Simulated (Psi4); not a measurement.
Psi4 input (wB97X-D/6-31G*):

```
memory 1500 MB

molecule {
1 2
B    -0.00000000   -0.00000000   -1.23654853
Cl    0.00000000    0.00000000    0.36369074
symmetry c1
no_reorient
no_com
}

set {
  basis 6-31G*
  reference uks
  scf_type pk
  dft_radial_points 99
  dft_spherical_points 590
  e_convergence 1e-8
  d_convergence 1e-7
  maxiter 150
}

e = energy('wb97x-d')
print_out(f'\nFINAL {e:.10f} DIPOLE {variable("CURRENT DIPOLE")[0]:.6f} {variable("CURRENT DIPOLE")[1]:.6f} {variable("CURRENT DIPOLE")[2]:.6f}\n')
```

From the last part of the output:

```
  HONO-1 :   10  A 1.9975703
  HONO-0 :   11  A 1.0000000
  LUNO+0 :   12  A 0.0024297
  LUNO+1 :   13  A 0.0024297
  LUNO+2 :   14  A 0.0001404
  LUNO+3 :   15  A 0.0000169

Computation Completed

Properties will be evaluated at   0.000000,   0.000000,   0.000000 [a0]

Properties computed using the SCF density matrix

 Multipole Moments:

 ------------------------------------------------------------------------------------
     Multipole            Electronic (a.u.)      Nuclear  (a.u.)        Total (a.u.)
 ------------------------------------------------------------------------------------

 L = 1.  Multiply by 2.5417464519 to convert [e a0] to [Debye]
 Dipole X            :         -0.0000000            0.0000000           -0.0000000
 Dipole Y            :         -0.0000000            0.0000000           -0.0000000
 Dipole Z            :         -1.2352467           -0.0000001           -1.2352469
 Magnitude           :                                                    1.2352469

 ------------------------------------------------------------------------------------

FINAL -484.5905935496 DIPOLE -0.000000 -0.000000 -1.235247

*** Psi4 exiting successfully. Buy a developer a beer!
```

The dipole moment of an ion depends on the origin.
